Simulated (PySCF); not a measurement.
dimethyl selenide (C2H6Se), singlet, at a GFN2-xTB geometry. Base run: DF-HF/6-311G** (PySCF).

Here is a job for PySCF.
```python
from pyscf import gto, scf

mol = gto.Mole()
mol.atom = '''
    C     1.427456   -0.352530    0.804101
    Se    0.018572    0.177668   -0.439477
    C    -1.491744   -0.262468    0.717145
    H     1.320476   -1.409446    1.036687
    H     2.381536   -0.173149    0.317011
    H     1.351604    0.247522    1.707869
    H    -1.464083   -1.323538    0.953742
    H    -2.402307   -0.025560    0.174512
    H    -1.432956    0.333430    1.624923
'''
mol.basis = '6-311g**'
mol.charge = 0
mol.spin = 0
mol.verbose = 4
mol.build()

mf = scf.RHF(mol)
mf = mf.density_fit(auxbasis='def2-universal-jkfit')
mf.kernel()
mf.analyze()
```

Variants of this job, named by their change:

```csv
change,basis functions,E (Eh),HOMO (eV),HOMO-LUMO gap (eV),dipole (D)
base,116,-2479.04255,-8.57,12.40,1.74
basis = cc-pVTZ-DK; relativity = none (without mf = mf.density_fit(auxbasis='def2-universal-jkfit')),187,-2460.77005,-8.60,12.14,1.77
basis = x2c-TZVPall; relativity = spin-free X2C (without mf = mf.density_fit(auxbasis='def2-universal-jkfit')),146,-2507.37765,-8.56,12.17,1.63
basis = cc-pVDZ-DK; relativity = none (without mf = mf.density_fit(auxbasis='def2-universal-jkfit')),85,-2462.26781,-8.55,12.88,1.69
basis = cc-pVDZ-DK; relativity = spin-free X2C (without mf = mf.density_fit(auxbasis='def2-universal-jkfit')),85,-2507.24098,-8.50,12.89,1.55
basis = cc-pVTZ-DK; relativity = spin-free X2C (without mf = mf.density_fit(auxbasis='def2-universal-jkfit')),187,-2507.37952,-8.57,12.13,1.65
basis = x2c-TZVPall; relativity = none (without mf = mf.density_fit(auxbasis='def2-universal-jkfit')),146,-2465.49972,-8.60,12.18,1.76
basis = cc-pVTZ-DK; relativity = spin-free X2C; nucleus = Gaussian (with mol.nucmod = 'G'; without mf = mf.density_fit(auxbasis='def2-universal-jkfit')),187,-2507.36118,-8.57,12.13,1.65
basis = cc-pVDZ-DK; relativity = spin-free X2C; nucleus = Gaussian (with mol.nucmod = 'G'; without mf = mf.density_fit(auxbasis='def2-universal-jkfit')),85,-2507.22491,-8.50,12.89,1.55
basis = x2c-TZVPall; relativity = spin-free X2C; nucleus = Gaussian (with mol.nucmod = 'G'; without mf = mf.density_fit(auxbasis='def2-universal-jkfit')),146,-2507.36206,-8.56,12.17,1.63
```

Total energies compare only within one method and basis.

Basis sets contracted for a relativistic Hamiltonian are a mismatch without it, so the rows without relativity aren't non-relativistic limits. No row has spin-orbit coupling; sets with core potentials leave out the core electrons.
